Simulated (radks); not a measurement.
Values are calculated unless marked as measured or tabulated.
Spherical quantum dot in the effective-mass picture: electrons in a well V = -V0 / (1 + exp((r - R)/a)) with V0 = 16.9, R = 2.5, a = 0.17, all in effective atomic units (hartree* = m*/eps^2 hartree, bohr* = eps/m* bohr), one dielectric constant everywhere. Level of theory: non-relativistic Kohn-Sham, LDA (Slater exchange, Perdew-Wang correlation), spin-polarised, spherical densities (a radial shooting solver with Libxc functionals). Levels are named by radial order and angular momentum (1s, 1p, 1d, 2s, ...), and open shells are averaged over m. Results are scaled to m* = 0.092 and eps = 12.4, for which hartree* = 16.28 meV and bohr* = 7.132 nm.

N = 14, configuration 1s2 1p6 1d(up 5, down 1). This is the lowest configuration that the search found. Occupied and some empty levels:

level,occupation,eigenvalue (meV),<r> (nm)
1s up,1,-139.28,10.62
1s down,1,-137.78,10.55
1p up,3,-130.00,11.63
1p down,3,-128.36,11.62
1d up,5,-116.13,12.38
1d down,1,-114.44,12.38
2s up,0,-99.877,8.860
2s down,0,-98.992,8.876
1f up,0,-98.468,12.98
1f down,0,-96.774,12.99
2p up,0,-77.527,10.24
2p down,0,-76.455,10.23

Energy (meV): total -2583.28, kinetic 365.62, external -3697.7, Hartree 875.48, exchange-correlation -126.67.
